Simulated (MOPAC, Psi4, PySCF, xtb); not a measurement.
Interaction energy of C2H6O ··· H3B (SMILES COC and B). Monomers: optimised at B3LYP-D3(BJ) (def2-TZVP), held rigid. Orientation: a random orientation, not optimised. R is the distance of the centres of mass, along which the second monomer moves.

Geometry at R = 4.91 Å (first 9 atoms: monomer A):
```
13

C      1.1035    -0.2818    -0.2789
O      0.1099    -0.4102     0.7121
C     -1.0913     0.2361     0.3580
H      1.3583     0.7714    -0.4581
H      0.7819    -0.7265    -1.2302
H      1.9894    -0.8060     0.0767
H     -1.7955     0.0880     1.1753
H     -0.9386     1.3134     0.2078
H     -1.5175    -0.1844    -0.5627
B     -4.4152    -0.6793     2.2468
H     -4.5466    -1.6928     1.6382
H     -5.0071     0.2965     1.9120
H     -3.6907    -0.6413     3.1894
```

GFN1-xTB (xtb); RKS-B3LYP/6-31G* = restricted B3LYP/6-31G*, spherical d, no counterpoise correction in PySCF; PM7, restricted, heats of formation (MOPAC); SAPT0/jun-cc-pVDZ, frozen core (Psi4).

Interaction energies in kcal/mol; the last columns give the difference from SAPT0:

| R / Å | GFN1-xTB | RKS-B3LYP/6-31G* | PM7 | SAPT0/jun-cc-pVDZ | GFN1-xTB − SAPT0/jun-cc-pVDZ | RKS-B3LYP/6-31G* − SAPT0/jun-cc-pVDZ | PM7 − SAPT0/jun-cc-pVDZ |
|---|---|---|---|---|---|---|---|
| 4.29 | -0.61 | 0.24 | 0.98 | 0.46 | -1.07 | -0.21 | 0.52 |
| 4.51 | -0.59 | 0.11 | 0.33 | 0.17 | -0.75 | -0.06 | 0.16 |
| 4.68 | -0.52 | 0.08 | 0.05 | 0.06 | -0.58 | 0.02 | -0.01 |
| 4.91 | -0.42 | 0.09 | -0.16 | 0.01 | -0.43 | 0.08 | -0.16 |
| 5.08 | -0.35 | 0.09 | -0.23 | -0.01 | -0.35 | 0.10 | -0.23 |
| 5.31 | -0.28 | 0.10 | -0.27 | 0.00 | -0.27 | 0.10 | -0.26 |
| 5.61 | -0.20 | 0.10 | -0.25 | 0.00 | -0.21 | 0.09 | -0.25 |
| 5.95 | -0.14 | 0.08 | -0.20 | 0.01 | -0.15 | 0.07 | -0.21 |
| 6.39 | -0.09 | 0.06 | -0.13 | 0.02 | -0.11 | 0.05 | -0.15 |
| 7.13 | -0.04 | 0.04 | -0.06 | 0.01 | -0.06 | 0.02 | -0.08 |
| 8.09 | -0.02 | 0.02 | -0.04 | 0.01 | -0.03 | 0.01 | -0.05 |
| 9.44 | 0.00 | 0.01 | -0.02 | 0.01 | -0.01 | 0.00 | -0.02 |

GFN1-xTB is furthest from SAPT0/jun-cc-pVDZ at 4.29 (-1.07 kcal/mol, below); its mean absolute difference over the points is 0.33 kcal/mol.

RKS-B3LYP/6-31G* is furthest from SAPT0/jun-cc-pVDZ at 4.29 (-0.21 kcal/mol, below); its mean absolute difference over the points is 0.07 kcal/mol.

PM7 is furthest from SAPT0/jun-cc-pVDZ at 4.29 (0.52 kcal/mol, above); its mean absolute difference over the points is 0.18 kcal/mol.
